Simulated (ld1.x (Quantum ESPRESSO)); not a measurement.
## Ni (Z = 28): one change to a TM semilocal potential, before and after

ld1.x (Quantum ESPRESSO) 7.5 input, shortened:

```
&input
   title='Ni', zed=28., rel=1, dft='PBESOL', iswitch=3,
   config='[Ar] 3d8 4s2 4p0'
 /
 &inputp
   pseudotype=1, tm=.true., lloc=0,
   nlcc=.true., rcore=0.55
 /
3
4P  2  1   0.00   0.00  2.00  2.00  0.0
3D  3  2   8.00   0.00  1.15  1.15  0.0
4S  1  0   2.00   0.00  1.60  1.60  0.0
 &test
   configts(1)='3d8 4s2 4p0'
 /
```

Change: wave 3d (bound): rc 1.15 bohr becomes 3d (bound): rc 1.42 bohr.

Cutoffs: the cutoffs (Ry, on a coarse ladder) from which the occupation-weighted sum of valence levels, in a spherical-Bessel basis at the reference potential, stays within 10 and 1 mRy of its value at 400 Ry; they do not see the model core or the augmentation charge, which bear on the density cutoff. Errors are all-electron minus pseudo energies relative to the spin-unpolarised reference configuration.

Question: Predict the effect on cutoff, ghosts and configuration errors.

Answer: The potential gets softer (180 Ry and 300 Ry → 140 Ry and 230 Ry); of the 7 tests that both files solve, the error grows in 1 and shrinks in 4 by more than 15 % and 0.3 meV (median size 41.1 → 33.6 meV); neither file shows a bound ghost. A larger radius leaves more room for a smooth pseudo-wave, so fewer plane waves are needed. A semilocal file is local in each channel, so a ghost entry of none says nothing of the separable form that plane-wave codes build from it.

```tsv
quantity	base	changed
cutoff, loose	180 Ry	140 Ry
cutoff, tight	300 Ry	230 Ry
loose cutoff by channel (10 mRy a level)	d 160 Ry, s 21 Ry	d 110 Ry, s 21 Ry
bound ghosts	none	none
error for 3d8 4s1 4p0, meV [ΔE 9.34 eV]	-5.8	-4.6
error for 3d8 4s0 4p0, meV [ΔE 26.60 eV]	-41	-34
error for 3d7 4s0 4p0, meV [ΔE 64.03 eV]	-172	-216
error for 3d9 4s0 4p0, meV [ΔE 6.26 eV]	-195	-201
error for 3d7 4s2 4p0, meV [ΔE 16.15 eV]	-127	-135
error for 3d8 4s0 4p2, meV [ΔE 9.54 eV]	-3.2	-1.4
error for 3d8 4s1 4p1, meV [ΔE 4.63 eV]	-1.1	-0.7
s: phases at 2.20 bohr within 0.05 rad from the reference energy up to (Ry; the scan ends near 5)	2.3	2.3
p: phases at 2.20 bohr within 0.05 rad from the reference energy up to (Ry; the scan ends near 5)	2.9	2.9
d: phases at 2.20 bohr within 0.05 rad from the reference energy up to (Ry; the scan ends near 5)	1.9	1.5
```
